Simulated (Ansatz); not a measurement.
Mulliken charges of CH₃ClMoOS, SMILES `[CH3][Mo](=[O])(=[S])[Cl]` from B3LYP/def2-TZVPP in Ansatz (PBE0-D4/def2-TZVP geometry).

```
atom   x (Å)   y (Å)   z (Å)  charge (e)
  C1  -0.874  -0.688  -0.162      -0.421
 Mo2   0.814   0.499   0.137       1.095
  O3   2.022  -0.577   0.519      -0.471
  S4   0.356   1.652   1.830      -0.305
 Cl5   1.249   1.731  -1.689      -0.287
  H6  -1.726  -0.036  -0.370       0.127
  H7  -1.092  -1.313   0.705       0.133
  H8  -0.656  -1.325  -1.026       0.128
```

**Question.** By hand: the dipole of these point charges (1 e Å = 4.8032 D).

**Answer.** Σ q r = (-0.609, -0.242, -0.184) e Å, of length 0.681 e Å = 3.27 D.

**Question.** How does the dipole of the full density compare? (Estimate.)

**Answer.** Ansatz gave: (-0.397, -0.134, -0.198) e Å, 2.23 D; the point charges give 1.47 times that, at 10° from its direction.

Point charges leave out the atoms' own dipoles, such as those of lone pairs, and Mulliken's split depends on the basis, so the two needn't agree.

B3LYP here is the variant with VWN-RPA as its local correlation; programs differ in this.
